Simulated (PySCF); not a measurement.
**How methods differ on the excitation energy of Pt²⁺**

Pt²⁺ [Xe] 4f14 5d8 (3F) → Pt²⁺ [Xe] 4f14 5d7 6p1 (high-spin determinant), as a difference of total energies. Computed with PySCF 2.14 in def2-TZVPPD with the def2 core potential (60 electrons) (6s5p3d2f1g, 59 functions), with scalar relativity through the core potential. Correlated levels: valence: 5s2 5p6 frozen. The calculations carry no spin-orbit coupling.

```json
{"method": "UHF", "excitation energy (eV)": "11.308"}
{"method": "MP2 (valence)", "excitation energy (eV)": "12.168"}
{"method": "SCS-MP2 (valence)", "excitation energy (eV)": "12.407"}
{"method": "CCSD (valence)", "excitation energy (eV)": "12.022"}
{"method": "CCSD(T) (valence)", "excitation energy (eV)": "12.039"}
```

Problem. How much does correlation contribute at CCSD(T) (valence)?

Solution. 12.039 − (11.308) = 0.731 eV, measured against UHF.

The determinant of the upper state mixes LS terms, which raises its energy above the lowest term, most at the Hartree-Fock and MP2 levels.
